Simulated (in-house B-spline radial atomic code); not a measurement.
Computed with a B-spline radial atomic code. Model: two electrons, singlet ground state, non-relativistic, full CI in B-splines with partial waves to l = 8 (at full coupling up to 3e-4 hartree above the limit, correlation up to 0.6 % small), density held at that of full coupling by Lieb maximisation.

Along the adiabatic connection the electron repulsion is scaled by a coupling λ while a local potential keeps the density fixed. At λ = 0 the system is the Kohn-Sham one and W equals the exchange energy; the exchange-correlation energy is the area under W between 0 and 1. The kinetic energy rises with λ as the electrons avoid each other, with dT/dλ = −λ dW/dλ.

Command:
```bash
python run_ac.py task.json out
```
Settings (lengths in bohr, energies in hartree):
```
potential              harmonic
strength               13
lmax                   8
```

Cost of the run: 4.8 s on 1 thread of Intel(R) Xeon(R) Processor @ 2.30GHz (shared host).

**W = mean repulsion less Hartree energy, and W of three functionals.**

Given: confinement harmonic well; well frequency 13 hartree; external potential omega^2 r^2/2.

Computed: LDA exchange minus exact 409.31 millihartree; PBE exchange minus exact 120.49 millihartree.

```json
{"coupling": "0", "W xc (hartree)": "-2.8219", "W xc minus exchange (millihartree)": "0", "kinetic minus Kohn-Sham (millihartree)": "0", "LDA (PW92) W minus its exchange (millihartree)": "0", "PBE W minus its exchange (millihartree)": "0", "SCAN W minus its exchange (millihartree)": "0"}
{"coupling": "0.02", "W xc (hartree)": "-2.8238", "W xc minus exchange (millihartree)": "-1.986", "kinetic minus Kohn-Sham (millihartree)": "0", "LDA (PW92) W minus its exchange (millihartree)": "-14.5", "PBE W minus its exchange (millihartree)": "-3.26", "SCAN W minus its exchange (millihartree)": "-1.91"}
{"coupling": "0.05", "W xc (hartree)": "-2.8268", "W xc minus exchange (millihartree)": "-4.952", "kinetic minus Kohn-Sham (millihartree)": "0.1", "LDA (PW92) W minus its exchange (millihartree)": "-30.67", "PBE W minus its exchange (millihartree)": "-8.08", "SCAN W minus its exchange (millihartree)": "-4.75"}
{"coupling": "0.12", "W xc (hartree)": "-2.8337", "W xc minus exchange (millihartree)": "-11.816", "kinetic minus Kohn-Sham (millihartree)": "0.7", "LDA (PW92) W minus its exchange (millihartree)": "-61.08", "PBE W minus its exchange (millihartree)": "-19.01", "SCAN W minus its exchange (millihartree)": "-11.26"}
{"coupling": "0.25", "W xc (hartree)": "-2.8462", "W xc minus exchange (millihartree)": "-24.351", "kinetic minus Kohn-Sham (millihartree)": "3", "LDA (PW92) W minus its exchange (millihartree)": "-106.07", "PBE W minus its exchange (millihartree)": "-38.33", "SCAN W minus its exchange (millihartree)": "-23.04"}
{"coupling": "0.4", "W xc (hartree)": "-2.8603", "W xc minus exchange (millihartree)": "-38.481", "kinetic minus Kohn-Sham (millihartree)": "7.6", "LDA (PW92) W minus its exchange (millihartree)": "-148.84", "PBE W minus its exchange (millihartree)": "-59.31", "SCAN W minus its exchange (millihartree)": "-36.21"}
{"coupling": "0.6", "W xc (hartree)": "-2.8786", "W xc minus exchange (millihartree)": "-56.783", "kinetic minus Kohn-Sham (millihartree)": "16.8", "LDA (PW92) W minus its exchange (millihartree)": "-197.26", "PBE W minus its exchange (millihartree)": "-85.54", "SCAN W minus its exchange (millihartree)": "-53.17"}
{"coupling": "0.8", "W xc (hartree)": "-2.8964", "W xc minus exchange (millihartree)": "-74.493", "kinetic minus Kohn-Sham (millihartree)": "29.1", "LDA (PW92) W minus its exchange (millihartree)": "-239.32", "PBE W minus its exchange (millihartree)": "-110.11", "SCAN W minus its exchange (millihartree)": "-69.52"}
{"coupling": "1", "W xc (hartree)": "-2.9135", "W xc minus exchange (millihartree)": "-91.633", "kinetic minus Kohn-Sham (millihartree)": "44.6", "LDA (PW92) W minus its exchange (millihartree)": "-276.89", "PBE W minus its exchange (millihartree)": "-133.27", "SCAN W minus its exchange (millihartree)": "-85.31"}
{"coupling": "1.4", "W xc (hartree)": "-2.9462", "W xc minus exchange (millihartree)": "-124.3", "kinetic minus Kohn-Sham (millihartree)": "83.7", "LDA (PW92) W minus its exchange (millihartree)": "-342.48", "PBE W minus its exchange (millihartree)": "-176.11", "SCAN W minus its exchange (millihartree)": "-115.37"}
{"coupling": "2", "W xc (hartree)": "-2.9914", "W xc minus exchange (millihartree)": "-169.56", "kinetic minus Kohn-Sham (millihartree)": "160.4", "LDA (PW92) W minus its exchange (millihartree)": "-424.6", "PBE W minus its exchange (millihartree)": "-233.39", "SCAN W minus its exchange (millihartree)": "-157.17"}
{"coupling": "3", "W xc (hartree)": "?", "W xc minus exchange (millihartree)": "?", "kinetic minus Kohn-Sham (millihartree)": "?", "LDA (PW92) W minus its exchange (millihartree)": "?", "PBE W minus its exchange (millihartree)": "?", "SCAN W minus its exchange (millihartree)": "?"}
{"coupling": "4.5", "W xc (hartree)": "?", "W xc minus exchange (millihartree)": "?", "kinetic minus Kohn-Sham (millihartree)": "?", "LDA (PW92) W minus its exchange (millihartree)": "?", "PBE W minus its exchange (millihartree)": "?", "SCAN W minus its exchange (millihartree)": "?"}
{"coupling": "7", "W xc (hartree)": "-3.2485", "W xc minus exchange (millihartree)": "-426.68", "kinetic minus Kohn-Sham (millihartree)": "1244.7", "LDA (PW92) W minus its exchange (millihartree)": "-813.81", "PBE W minus its exchange (millihartree)": "-542.92", "SCAN W minus its exchange (millihartree)": "-405.29"}
{"coupling": "10", "W xc (hartree)": "-3.3414", "W xc minus exchange (millihartree)": "-519.55", "kinetic minus Kohn-Sham (millihartree)": "2026.6", "LDA (PW92) W minus its exchange (millihartree)": "-945.15", "PBE W minus its exchange (millihartree)": "-656.9", "SCAN W minus its exchange (millihartree)": "-502.3"}
```

Task: What belongs in the row 3?

Result: W xc (hartree): -3.0582; W xc minus exchange (millihartree): -236.32; kinetic minus Kohn-Sham (millihartree): 326.5; LDA (PW92) W minus its exchange (millihartree): -534.26; PBE W minus its exchange (millihartree): -315.09; SCAN W minus its exchange (millihartree): -219.44.

Task: What belongs in the row 4.5?

Result: W xc (hartree): -3.1417; W xc minus exchange (millihartree): -319.83; kinetic minus Kohn-Sham (millihartree): 637.4; LDA (PW92) W minus its exchange (millihartree): -660.56; PBE W minus its exchange (millihartree): -415.06; SCAN W minus its exchange (millihartree): -299.16.

Task: What is the SCAN exchange minus exact?

Result: 9.3359 millihartree.

**Energy parts, natural occupations and partial-wave weights.**

Computed: total energy 41.8021 hartree; exchange energy -2.8219 hartree; correlation energy -0.047078 hartree; initial slope twice GL2 -0.099458 hartree; kinetic part over minus potential part 0.48624; Kohn-Sham kinetic 18.809 hartree; Lieb Oxford ratio E_xc over LDA exchange 1.1892.

| natural | occupation of the shell (electrons) |
| --- | --- |
| s | 1.9975 |
| p | 0.0022326 |
| s | ? |
| d | 0.00010705 |
| p | 2.1943e-05 |
| f | 1.4459e-05 |

Task: What belongs in the row s?

Result: occupation of the shell (electrons): 0.00012741.

```
wave      weight
   s     0.99881
   p    0.001128
   d  5.6126e-05
   f           ?
   g  1.8511e-06
```

Task: What belongs in the row f?

Result: weight: 7.9877e-06.

Task: What is the kinetic part of the DFT correlation energy?

Result: 0.044555 hartree.

Task: What is the Hartree energy?

Result: 5.6437 hartree.

Half-way to full coupling W has made 52 % of its drop, against 50 % for a straight line, and second-order (GL2) theory, half the initial slope, overshoots the correlation energy by about 6 %: correlation is weak here. Over couplings 0 to 1 the errors in E_xc come to about +292 millihartree for LDA, +97 millihartree for PBE, +12 millihartree for SCAN, so SCAN is nearest. In LDA and PBE the errors of exchange and correlation have opposite signs, so the sum is smaller than the larger of the two.
